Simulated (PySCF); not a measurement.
Al(Cl)(Me)(SMe) (C₂H₆AlClS), SMILES [Al]([Cl])([CH3])[S]C.

Coordinates come from a B3LYP-D3(BJ)/def2-SVP optimisation. The structure was generated by enumeration; whether it is a known compound was not checked. One conformer was computed; it need not be the lowest.

Method: PBE/def2-TZVP (PySCF).

The molecule is in vacuum.

Computed frontier levels, gap, dipole moment and polarisability:
highest occupied level: -6.05 eV
lowest empty level: -1.38 eV
orbital gap: 4.67 eV
dipole moment: 3.16 D
quadrupole, principal values (traceless, Buckingham form, about the centre of nuclear charge): -3.03, 0.90, 2.13 D·Å
mean static polarisability: 84.7 bohr³ (12.54 Å³)
polarisability, principal values: 63.3, 85.7, 104.9 bohr³
